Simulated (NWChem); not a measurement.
Dipole moment of arsine (H$_{3}$As)

SMILES: [AsH3]
```xyz
4

As     0.0010     0.0726     0.0000
H     -0.6465    -0.7900     1.1000
H     -0.6465    -0.7900    -1.1000
H      1.2585    -0.8174     0.0000
```
Charge 0, spin multiplicity 1.

Everything below was run with NWChem. All single points use one geometry, from PBE/def2-SVP, a minimum by its harmonic frequencies.

Basis set: aug-cc-pVDZ. The CCSD dipole comes from the Λ equations, without orbital relaxation.

The Hamiltonian is non-relativistic. The correlated methods keep 9 core orbitals frozen. B3LYP has NWChem's definition, with VWN1-RPA local correlation. Coupled-cluster values serve here as a point of comparison, not as the truth.

```
method     dipole moment (D)
---------  -----------------
CCSD                    0.23
PBE                     0.24
B3LYP                    [?]
BHandHLYP               0.24
HF                       [?]
```

Q: Fill in the missing entries.

A: 
- B3LYP, dipole moment (D): 0.19
- HF, dipole moment (D): 0.30
